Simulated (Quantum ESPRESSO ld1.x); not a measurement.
The run below uses ld1.x (Quantum ESPRESSO 7.5).

```
 &input
    zed=70.0,
    iswitch=1,
    rel=1,
    dft='SLA-VWN',
    config='[Xe] 4f14',
    verbosity='high',
    prefix='ld1',
    max_out_wfc=37,
    file_charge='ld1.rho',
 /
```

Output (excerpt):

```
     Program LD1 v.7.5 starts

     --------------------------- All-electron run ----------------------------

     scalar relativistic calculation

     atomic number is 70.00
     dft =SLA-VWN   lsd =0 sic =0 latt =0  beta=0.20 tr2=1.0E-14
     Exchange-correlation= SLA-VWN
                           (   1   2   0   0   0   0   0)
     mesh =2107 r(mesh) =  99.43506 a.u. xmin = -8.00 dx = 0.00800
     1 Ry =  13.60569312 eV, c = 137.03599908

     n l     nl                  e(Ry)          e(Ha)          e(eV)
     1 0     1S 1( 2.00)   -4498.612067705   -2249.306033853 -61206.7352726
     2 0     2S 1( 2.00)    -763.156243675    -381.578121837 -10383.2696563
     2 1     2P 1( 6.00)    -672.973829270    -336.486914635  -9156.2754009
     3 0     3S 1( 2.00)    -172.803605716     -86.401802858  -2351.1128299
     3 1     3P 1( 6.00)    -145.623098593     -72.811549297  -1981.3031911
     4 0     4S 1( 2.00)     -34.816617631     -17.408308816   -473.7042151
     4 1     4P 1( 6.00)     -25.891735804     -12.945867902   -352.2750118
     3 2     3D 1(10.00)    -112.476467286     -56.238233643  -1530.3202975
     5 0     5S 1( 2.00)      -5.146463752      -2.573231876    -70.0212065
     5 1     5P 1( 6.00)      -3.118368188      -1.559184094    -42.4275606
     4 2     4D 1(10.00)     -14.146406887      -7.073203443   -192.4716709
     4 3     4F 1(14.00)      -1.320534331      -0.660267166    -17.9667849

     final scf error:  2.3E-15 reached in  34 iterations

     Etot =  -28100.996829 Ry,  -14050.498415 Ha, -382333.539309 eV

     Ekin =   30620.167888 Ry,   15310.083944 Ha,  416608.607656 eV
     Encl =  -69120.758678 Ry,  -34560.379339 Ha, -940435.831005 eV
     Eh   =   10967.314722 Ry,    5483.657361 Ha,  149217.918495 eV
     Exc  =    -567.720761 Ry,    -283.860381 Ha,   -7724.234455 eV
```

Run on one thread of a shared host, so times are rough (Intel(R) Xeon(R) Processor @ 2.60GHz): 0.72 s of CPU time, 1.1 s wall, 34 iterations on 2107 mesh points.
